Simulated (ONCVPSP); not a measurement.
Cutoff test, boron, ONCV

B (Z = 5), optimised norm-conserving Vanderbilt (ONCV), made with ONCVPSP 4.0.1 (revPBE, scalar-relativistic). Core [He], reference 2s2 2p1. Waves: 2s: rc 1.35 bohr, ncon 3, nbas 7, qcut 5.2 1/bohr, local; 2p: rc 4.00 bohr, ncon 5, nbas 8, qcut 2.9 1/bohr, 1 projector. Local part: the s channel. Core correction: none.

Problem. For each optimised wave give the share of its norm inside rc, the residual kinetic energy above qcut (Ha) and the cutoffs (Ha) for errors of 10, 1, 0.1 and 0.01 mHa per electron.

Solution.

```tsv
wave	norm inside rc	residual KE	10 mHa	1 mHa	0.1 mHa	0.01 mHa
2s	0.258	2.0e-04	6.4	10.8	19.4	72.7
2p	0.902	2.8e-04	2.7	3.8	7.1	11.5
```

The occupied waves need 11 Ha and 19 Ha for 1 and 0.1 mHa. Its largest configuration-test error is +724 meV.
